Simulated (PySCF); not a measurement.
Computed IR spectrum (relative IR intensity) of a molecule C₃H₇BO₃. Geometry optimised at PBE-D3(BJ)/def2-SVP. One conformer was computed; it need not be the lowest. Method: PBE-D3(BJ)/def2-SVP (PySCF 2.14.0). Frequencies are harmonic and unscaled.

ν (cm⁻¹): 167 (vw), 438 (vw), 768 (vw), 937 (w), 987 (m), 1060 (m), 1086 (m), 1117 (vw), 1149 (vw), 1224 (vw), 1275 (s), 1375 (m), 1400 (m), 1413 (w), 1416 (w), 1469 (w), 1518 (vs), 2868 (m), 2883 (w), 2946 (w), 3008 (w), 3020 (vw), 3035 (w), 3045 (w) (against the strongest line: vs over 80 %, s over 45 %, m over 15 %, w over 4 %, vw less)

**Question.** Which molecule gave these data?
A. COB1COCO1
B. CB1OC(CO)O1
C. COB(C=O)OC
D. CB1OCOCO1

**Answer.** A, COB1COCO1
